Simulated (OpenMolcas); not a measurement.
Computed levels of 5d3 in ions with 71 electrons, in cm-1 above 4F 3/2.

```yaml
Program: OpenMolcas
Method: MS-RASPT2, IPEA 0.25 Eh, imaginary shift 0.1 Eh
Basis: ANO-RCC-VQZP
Scalar_Hamiltonian: DKH2, point nucleus
Spin-orbit_coupling: RASSI with atomic mean-field integrals over the reference wave functions, term energies averaged over their components
```

Active space for each ion: 9 electrons in 8 orbitals (RAS1 5p, at most 2 holes; RAS2 5d); closed shells correlated by CASPT2: 5s.

```tsv
Level	Ta2+	W3+	Os5+	Ir6+	Pt7+
4F 5/2	2890	3940	6530	8220	10140
4F 7/2	5490	7340	11660	14280	17110
2P 1/2	9560	11760	29480	34800	40340
2G 7/2	12530	16150	23450	27580	32030
2H 9/2	13520	17080	24560	28940	33690
4P 5/2	14810	18300	25580	29650	33950
4P 1/2	15110	19090	17250	19820	22490
2H 11/2	18630	23290	32860	38180	43780
2D 5/2(1)	19420	24840	35620	41400	47410
```

Estimate 4F 7/2, 2P 1/2, 2G 7/2 for Re4+ from its neighbours W3+ and Os5+.

4F 7/2 is fine structure, which grows about as the fourth power of a screened charge, so the fourth roots are averaged: ((7340^0.25 + 11660^0.25) / 2)^4 = 9313. The calculation gives 9440, so the estimate is off by -1.3 %; the measured value is 8973 (the list in Brasseur, Gamrath and Quinet, At. Data Nucl. Data Tables 157, 101636 (2024)).
2P 1/2 is another term, which grows about linearly with the charge: (11760 + 29480) / 2 = 20620. The calculation gives 24430, so the estimate is off by -15.6 %; the measured value is 23669 (the list in Brasseur, Gamrath and Quinet, At. Data Nucl. Data Tables 157, 101636 (2024)).
2G 7/2 is another term, which grows about linearly with the charge: (16150 + 23450) / 2 = 19800. The calculation gives 19750, so the estimate is off by +0.3 %; the measured value is 19013 (the list in Brasseur, Gamrath and Quinet, At. Data Nucl. Data Tables 157, 101636 (2024)).

Mixed levels, with the weight of the term that names them: Ta2+ 2P 1/2 (58 %), Ta2+ 2H 9/2 (50 %), Ta2+ 4P 1/2 (58 %), W3+ 2P 1/2 (51 %), W3+ 2H 9/2 (55 %), W3+ 4P 1/2 (51 %), Re4+ 2P 1/2 (63 %), Re4+ 2H 9/2 (56 %), Re4+ 4P 1/2 (63 %), Os5+ 2P 1/2 (67 %), Os5+ 2H 9/2 (56 %), Os5+ 4P 1/2 (67 %), Ir6+ 2P 1/2 (68 %), Ir6+ 2H 9/2 (55 %), Ir6+ 4P 1/2 (68 %), Pt7+ 2P 1/2 (68 %), Pt7+ 2G 7/2 (74 %), Pt7+ 2H 9/2 (54 %), Pt7+ 4P 1/2 (68 %).

Term energies are means over components that CASPT2 splits; among the terms shown or strongly mixed into the levels shown the widest spread is 1100 cm-1 (5d3 4F, Pt7+). Over all roots computed the reference weight is 0.91 to 0.96 in W3+; the roots of lowest weight are the least certain, and an intruder state may touch them. Active for correlation alone: 5p; no level in the range computed is led by a configuration that opens it, so any true level of that kind is missing. The CASPT2 spread within a term exceeds the gap to the next term for 5d3 2D(1) and 5d3 2H, so the order of their levels is uncertain (figures for Ta2+; the like holds for W3+). Measured partners are found by configuration, term and J. A level has none where our copy of the source lacks it or the pairing is in doubt (some pairs that miss far off the trend of their configuration count as doubtful), and it then counts in no deviation. Levels of configurations outside the active space are missing.

A number in round brackets counts repeated terms of one configuration in the order of the reference energies.
